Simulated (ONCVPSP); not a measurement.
# u(r) = r·R(r): atom against pseudo-atom (Ti)

Columns: radius, all-electron u(r) and pseudo u(r) of the 3p shell (level -46.07 eV) of titanium in the configuration [Ne] 3s2 3p6 3d2 4s1; PBEsol, scalar-relativistic, ONCV scheme, ONCVPSP 4.0.1.

```tsv
r (bohr)	all-electron	pseudo
0.105	-0.4159	0.0381
0.210	-0.4992	0.1457
0.315	-0.2046	0.3056
0.420	0.1943	0.4921
0.525	0.5465	0.6770
0.630	0.8010	0.8348
0.735	0.9542	0.9476
0.840	1.0226	1.0079
0.945	1.0282	1.0177
1.050	0.9913	0.9864
1.155	0.9280	0.9266
1.260	0.8504	0.8503
1.365	0.7671	0.7671
1.470	0.6834	0.6834
1.575	0.6031	0.6031
1.680	0.5282	0.5282
1.785	0.4597	0.4597
1.890	0.3981	0.3981
1.995	0.3434	0.3434
2.100	0.2951	0.2951
2.205	0.2529	0.2529
2.310	0.2163	0.2163
2.415	0.1845	0.1845
2.520	0.1572	0.1572
2.625	0.1336	0.1336
2.730	0.1135	0.1135
```

(1) How many radial nodes do the two functions have?

(2) At about which radius was the pseudo-wave matched?

(3) Is the pseudo-wave norm-conserving?

## Answers

(1) The all-electron 3p function has n − l − 1 = 1; the pseudo-wave has 0, since the states of the same l below it are removed with the core.

(2) 1.40 bohr. The columns agree to 0.0005 from 1.26 bohr on; several derivatives are matched, so the curves merge somewhat inside the radius.

(3) Yes: the ONCV scheme keeps the norm inside the radius equal to the all-electron one, which fixes the energy derivative of the logarithmic derivative at the level.
